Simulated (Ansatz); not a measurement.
System: thiophen-3-amine, C4H5NS, charge 0, multiplicity 1. 
Structure (B3LYP-D3(BJ)/def2-TZVP (Ansatz, a quantum-chemistry and plane-wave program) minimum search):
SMILES: Nc1ccsc1
```xyz
11

N     -2.0348    -1.2204     0.3367
C     -0.8331    -0.5416     0.1140
C      0.4311    -1.2084     0.0961
C      1.4777    -0.3509    -0.0665
S      0.9559     1.2775    -0.1913
C     -0.6975     0.8142    -0.0368
H     -2.8589    -0.7074     0.0634
H     -2.0530    -2.1567    -0.0386
H      0.5428    -2.2778     0.2097
H      2.5265    -0.5926    -0.1138
H     -1.4770     1.5578    -0.0571
```

Basis-set convergence of Hartree-Fock and CCSD correlation energies (hartree) with Ansatz. Correlated levels leave the core frozen unless marked. Spin-orbit coupling is left out. No relativistic terms.

The Hartree-Fock reference is unstable (checked in the largest basis), which strains HF and MP2. 

```tsv
basis	functions	E(HF)	E(corr, CCSD)
cc-pV(D+d)Z	118	-606.36060	-0.86897
cc-pV(T+d)Z	259	-606.43292	-1.04838
cc-pV(Q+d)Z	489	-606.45074	-1.10630
```

Extrapolating the two largest sets (X = 3 and 4) as X^-3: E(corr) = (64·(-1.10630) - 27·(-1.04838))/37 = -1.1486 Eh, an estimate of the basis-set limit. The largest set recovers 96.3 % of it, the smallest 75.7 %.
